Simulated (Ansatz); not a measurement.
`[SiH3]N1CSC1`, relaxed with RKS PBE-D4/def2-SVP in the Gaussian-basis code of Ansatz from a rough embedded geometry. The force threshold is 0.03 eV/Å; the program also tests the step.

The species carries charge 0 and has multiplicity 1.

Start:

```xyz
12

Si   -0.497   -1.394    0.581
N    -0.087    0.195    0.316
C     1.251    0.628    0.042
S     0.642    2.300   -0.403
C    -0.750    1.063   -0.678
H     0.310   -1.908    1.777
H    -1.941   -1.435    0.968
H    -0.230   -2.176   -0.577
H     1.804    0.100   -0.809
H     1.978    0.612    0.880
H    -0.765    0.629   -1.696
H    -1.716    1.386   -0.402
```

Q: How much energy does the relaxation release, and in how many steps? (Best estimate.)

A: Computed: 12.87 kcal/mol, in 5 steps.

Q: Which bonds change most? (Estimate.)

A: Computed: Si1–H8 from 1.423 to 1.513 Å; Si1–N2 from 1.662 to 1.748 Å; C5–H12 from 1.056 to 1.114 Å; C3–H9 from 1.145 to 1.116 Å.

Q: Give the relaxed structure. (Estimate.)

A: Ansatz gave: 
```xyz
12

Si   -0.499   -1.513    0.535
N     0.000    0.091    0.055
C     1.335    0.674    0.055
S     0.715    2.245   -0.720
C    -0.751    1.106   -0.674
H     0.346   -1.908    1.716
H    -1.957   -1.434    0.901
H    -0.346   -2.585   -0.522
H     2.086    0.160   -0.592
H     1.779    0.822    1.066
H    -1.084    0.816   -1.699
H    -1.623    1.526   -0.122
```
